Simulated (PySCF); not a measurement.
**Adding and removing an electron: KSi**

UHF; basis K 6-31G(d,p), Si 6-31G(d,p); no relativity; PySCF 2.14. Neutral (UHF): quartet (σ ↑, π ↑↑), Re = 3.142 Å, ωe = 197 cm⁻¹, De = 1.12 eV, HOMO -5.85 eV, LUMO -0.42 eV.

KSi⁺ (UHF): triplet (σ ↑, π ↑), Re = 3.852 Å, ωe = 78.5 cm⁻¹, De = 0.22 eV to K⁺ + Si. The energies at the minima are -887.99103 hartree for KSi and -887.81092 for KSi⁺.

(1) Work out the adiabatic ionisation energy, without and with harmonic zero-point energies (1 hartree = 27.2114 eV, 1 eV = 8065.5 cm⁻¹), and the change of the bond length.

For an ion De counts to the pair picked by the measured ionisation energies or electron affinities, which need not be the lowest pair at this level. Hartree–Fock leaves out correlation, which carries a large part of most bond energies and some tenths to 1 eV of ionisation energies. States were picked by a PBE0 search and need not be the measured ground states.

## Answers

(1) At UHF: 0.18011 hartree = 4.901 eV between the minima; the zero-point term (78.5 − 197.0)/2 cm⁻¹ = -0.007 eV makes it 4.894 eV. Re changes by +71.0 pm against the neutral. The electron leaves a π orbital, and the ion is left as a loose complex of an ion and an atom.
